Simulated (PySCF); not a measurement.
## Converging KI in the basis (CCSD(T))

PySCF, RHF reference; singlet, unpaired electrons none; De to K + I without counterpoise correction. Frozen cores follow the default of each basis and core potential.

```json
{"basis": "def2-SVP", "relativity": "scalar-relativistic core potentials", "functions": "50", "Re (Å)": "3.125", "ωe (cm⁻¹)": "178", "De (eV)": "3.12", "frozen orbitals": "9"}
{"basis": "x2c-SVPall", "relativity": "spin-free X2C", "functions": "60", "Re (Å)": "3.104", "ωe (cm⁻¹)": "185", "De (eV)": "3.14", "frozen orbitals": "23"}
{"basis": "def2-TZVPP", "relativity": "scalar-relativistic core potentials", "functions": "83", "Re (Å)": "3.100", "ωe (cm⁻¹)": "183", "De (eV)": "3.36", "frozen orbitals": "9"}
```

(1) How does each smaller set differ from the one with most functions, def2-TZVPP?

Measured (Huber and Herzberg, Constants of Diatomic Molecules (1979)): Re = 3.047844 Å, ωe = 186.53 cm⁻¹. Correlated steps freeze the inner cores (9 to 23 orbitals); shallow outer-core shells are correlated. Correlated levels converge slowly with the basis: in double zeta they bind strong bonds too weakly, by up to about 1 eV, and carry superposition errors of some tenths. Spin–orbit coupling is left out, which matters for elements this heavy, above all for dissociation energies. Where the molecule has an RHF reference, its open-shell atoms are computed with UHF.

Answers

(1) def2-SVP: +2.5 pm, -2.7 % in ωe, -0.24 eV in De; x2c-SVPall: +0.4 pm, +1.1 % in ωe, -0.22 eV in De. All at CCSD(T); the set with most functions is neither the basis-set limit nor always the best. The rows treat relativity differently, so the differences are not basis effects alone.
